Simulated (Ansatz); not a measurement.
CH8NPSi2 (`[SiH3]CN1[SiH2]P1`). Charge 0, multiplicity 1.

Z-matrix (Å, degrees):
```
Si
C 1 1.886
H 1 1.485 2 110.4
H 1 1.488 2 110.3 3 121.3
H 1 1.490 2 108.9 3 -119.2
N 2 1.441 1 109.9 3 64.9
H 2 1.101 1 109.6 3 -171.2
H 2 1.097 1 108.7 3 -55.3
P 6 1.767 2 127.9 1 -174.5
Si 6 1.706 2 139.6 1 64.1
H 9 1.445 6 100.2 2 -61.5
H 10 1.480 6 117.8 2 -110.3
H 10 1.484 6 118.7 2 30.8
```

(1) What are the harmonic wavenumbers in cm⁻¹ at PBE0-D4/def2-TZVP (Ansatz, finite differences of forces, unscaled)? (An estimate is asked.)

(2) Is this a minimum?

(3) Give the ideal-gas thermochemistry at 298.15 K and 1 bar (rigid rotor, harmonic oscillator; point group C1, symmetry number 1).

Answers

(1) Ansatz gave: 60, 104, 109, 178, 261, 447, 481, 512, 558, 606, 648, 683, 722, 724, 763, 859, 917, 927, 938, 949, 968, 1219, 1233, 1285, 1465, 2211, 2224, 2225, 2236, 2237, 2253, 2983, 3048.

(2) Yes, all 33 modes are real.

(3) Zero-point energy 221.5 kJ/mol; H(298) − E = 245.3 kJ/mol; entropy 372.8 J/(mol·K), of which translation 168.7, rotation 117.9, vibration 86.3; G(298) − E = 134.2 kJ/mol. Modes under 100 cm⁻¹ are hindered rotations or soft bends, so the harmonic entropy is rough.
